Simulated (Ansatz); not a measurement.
CH7AlOSi2 can be A, `[CH2]1O[SiH2][SiH2][AlH]1`, or B, `[OH][Al]1[CH2][SiH2][SiH2]1`.

Computed with Ansatz on PBE0-D4/def2-TZVP structures; ΔE is electronic, products minus reactants. CBS: MP2 limit from def2 TZ/QZ plus the TZ coupled-cluster correction, frozen cores. DFT in def2-TZVPP. B3LYP here is the variant with VWN-RPA as its local correlation; programs differ in this. Each species was taken in one conformer, which may not be the lowest.

Which is lower in electronic energy at CCSD(T)/CBS, and by how much? (Estimate.)

The calculation gave: B, by 34.7 kcal/mol.

Give E(B) − E(A) in kcal/mol with B3LYP, B2PLYP, HF/def2-TZVPP, CCSD(T)/def2-TZVPP, ωB97M-V, r2SCAN-D4, CCSD/def2-TZVPP. (Best estimate.)

Computed: B3LYP -32.2, B2PLYP -33.7, HF/def2-TZVPP -29.1, CCSD(T)/def2-TZVPP -34.4, ωB97M-V -33.7, r2SCAN-D4 -34.7, CCSD/def2-TZVPP -33.8. None reverses the order clearly.

Largest T1 diagnostic: 0.014.

In def2-TZVPP, CCSD(T) changes the Hartree–Fock value by −5.3 kcal/mol (the triples alone add −0.6 kcal/mol) and MP2 by −7.9 kcal/mol.
